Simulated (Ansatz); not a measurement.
Basis sets compared for the cluster Sn3F4⁺. The state is a doublet with charge 1. Geometry r2SCAN-D4/def2-SVP. Ansatz on 4 threads of Arm Neoverse V1 on a shared host; times are rough, and most runs start from earlier orbitals.

```xyz
7

Sn   -0.7563    2.5043    0.5888
Sn    1.8319   -0.4128   -0.8217
Sn   -1.2217   -1.6091    0.3445
F    -0.1465   -1.0027   -1.4124
F    -1.4966    0.4037    0.6797
F     0.8261   -1.2507    0.8800
F     0.9631    1.3673   -0.2590
```

In the def2 sets Sn takes a core potential; there is no spin–orbit coupling. The structure comes from a short search, and lower isomers may exist.

```csv
level,functions,energy (Eh),HOMO (eV),LUMO (eV),wall time
PBE-D4/def2-SVP,134,-1041.6082,-7.38,-6.92,3.7 s
PBE0-D4/def2-SVP,134,-1041.6146,-8.21,-6.21,5 s
```

Task: Estimate the rows for PBE-D4/def2-TZVP (with forces), PBE0-D4/def2-TZVP.

Result: 
```csv
level,functions,energy (Eh),HOMO (eV),LUMO (eV),wall time
PBE-D4/def2-TZVP (with forces),274,-1042.1276,-7.42,-7.03,8.5 s
PBE0-D4/def2-TZVP,274,-1042.1278,-8.25,-6.33,22 s
```
